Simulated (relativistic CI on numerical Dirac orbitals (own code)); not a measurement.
**Sensitivity of the levels of Ho8+ to α and to the nuclear radius**

Method of calculation: Dirac-Coulomb-Breit CI, orbitals from a KLI potential per configuration, derivatives by finite differences, unscaled Slater integrals, QED left out (own radial code, finite nucleus).

Configuration list (outside the closed core [Kr] 4d10): 4f¹⁰5s²5p, 4f¹²5s, 4f¹¹5s5p. The list is cut by size and lacks configurations that can hold low levels.

With x = (α/α₀)² − 1 an excitation energy changes as ω = ω₀ + qx; K = 2q/ω₀ is the relative enhancement. Terms are leading LS components, so labels can repeat. The field-shift factor is F = δν/δ⟨r²⟩ for the transition from the lowest level.

Lowest level 4f¹⁰5s²5p ⁶H°15/2.

| Level | ω₀ (cm⁻¹) | q (cm⁻¹) | F (GHz/fm²) |
| --- | --- | --- | --- |
| 4f¹⁰5s²5p ⁶I°17/2 | 4763.1 | 1167 | -0.0839 |
| 4f¹⁰5s²5p ⁶I°13/2 | 5488.4 | 5525 | 0.258 |
| 4f¹⁰5s²5p ⁶I°11/2 | 9645.0 | 8377 | 0.421 |
| 4f¹⁰5s²5p ⁶K°15/2 | 10184.4 | 5106 | 0.171 |
| 4f¹⁰5s²5p ⁶I°9/2 | 13314.7 | 10300 | 0.526 |
| 4f¹⁰5s²5p ⁶K°13/2 | 14625.5 | 8807 | 0.25 |
| 4f¹⁰5s²5p ⁶K°11/2 | 17487.9 | 10750 | 0.344 |
| 4f¹⁰5s²5p ⁶I°7/2 | 18753.1 | 13540 | 0.274 |
| 4f¹⁰5s²5p ⁶K°9/2 | 18940.3 | 11230 | 0.406 |
| 4f¹⁰5s²5p ⁶D°9/2 | 20005.3 | 4064 | 0.348 |
| 4f¹⁰5s²5p ⁶F°7/2 | 24085.5 | 6157 | 0.473 |
| 4f¹⁰5s²5p ⁶P°3/2 | 24375.5 | 3853 | 0.6 |
| 4f¹⁰5s²5p ⁶F°11/2 | 24719.4 | 4270 | 0.142 |
| 4f¹⁰5s²5p ⁶G°5/2 | 26233.2 | 7040 | 0.642 |
| 4f¹⁰5s²5p ⁶G°3/2 | 27088.4 | 7321 | 0.694 |
| 4f¹⁰5s²5p ⁴I°15/2 | 27582.1 | 3428 | 0.331 |
| 4f¹⁰5s²5p ⁶G°9/2 | 27907.4 | 7101 | 0.328 |
| 4f¹⁰5s²5p ⁶P°5/2 | 28241.1 | 3366 | 0.367 |
| 4f¹⁰5s²5p ⁶F°11/2 | 28605.5 | 4078 | 0.235 |
| 4f¹⁰5s²5p ⁶G°7/2 | 29440.8 | 9412 | 0.356 |
| 4f¹⁰5s²5p ²L°17/2 | 30052.4 | 1094 | 0.541 |
| 4f¹⁰5s²5p ⁴F°9/2 | 30213.1 | 3589 | 0.401 |
| 4f¹⁰5s²5p ⁴D°3/2 | 31232.7 | 5362 | 0.386 |

At this charge configurations can still be misplaced by up to about 7 % of their energy. Terms inside the open d or f shell come out 10 to 20 % too wide with unscaled integrals. Levels and lines within the n = 5 or 6 shells can be off by up to 10 % or somewhat more, and those that change n by about 2 %, since core polarisation is missing.

Problem. Which transition from the lowest level has the largest |K|?

Solution. 4f¹⁰5s²5p ⁶I°13/2 at 5488.4 cm⁻¹, K = 2.01.
